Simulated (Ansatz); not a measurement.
Computed with Ansatz on PBE0-D4/def2-TZVP structures; ΔE is electronic, products minus reactants. CBS: MP2 limit from def2 TZ/QZ plus the TZ coupled-cluster correction, frozen cores. Functionals use def2-TZVPP. For Ge outer-core shells are correlated without core-valence functions, which leaves a few kJ/mol of doubt a bond. Scalar relativity is left out up to krypton. Each species was taken in one conformer, which may not be the lowest.

Consider the cleavage of the Si–Ge bond: `C[CH2][GeH2][SiH3]` + `C=C[SiH](C)O` → `C=C[SiH](C)O[SiH3]` + `C[CH2][GeH3]`.

CCSD(T)/CBS gives -0.94 eV.

Another level gave -0.93 eV. Which?
A. B2PLYP/def2-TZVPP
B. CCSD(T)/def2-TZVPP
C. r2SCAN-D4/def2-TZVPP
D. PBE/def2-TZVPP

B. CCSD(T)/def2-TZVPP -0.93, PBE -0.70, B2PLYP -0.98, r2SCAN-D4 -0.89 eV.

Largest T1 diagnostic among the species: 0.011.

From PBE to PBE0 (25 % exact exchange), in def2-TZVPP and without D4, ΔE moves by −0.09 eV. In def2-TZVPP, CCSD(T) changes the Hartree–Fock value by +0.29 eV (the triples alone add +0.04 eV) and MP2 by +0.25 eV.
